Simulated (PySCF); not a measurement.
Computed shifts of a molecule F2H5NSi2, PBE/pcSseg-1 (PySCF), GIAO, gas phase, atoms alike by connectivity averaged where their shifts nearly agree, in ppm (number of nuclei): ²⁹Si: -16.7 (2). ¹⁹F: -178.8 (2). ¹⁵N: 85.2 (1). ¹H: 5.70 (2), 5.49 (2), 3.23 (1). References: ²⁹Si against TMS (σ = 335.4 ppm); ¹⁹F against CFCl3 (σ = 133.6 ppm); ¹⁵N against NH3 (σ = 267.0 ppm); ¹H against TMS (σ = 31.49 ppm), references at their B3LYP-D3(BJ)/def2-TZVP geometries, non-relativistic. Coordinates come from a PBE-D3(BJ)/def2-SVP optimisation. The values are those of a single conformer.

Question: Pick the molecule that these values belong to.
A. F[SiH2]N[SiH2]F
B. N[Si](F)(F)[SiH3]
C. F[SiH](F)N[SiH3]
D. N[SiH2][SiH](F)F

Answer: A, F[SiH2]N[SiH2]F
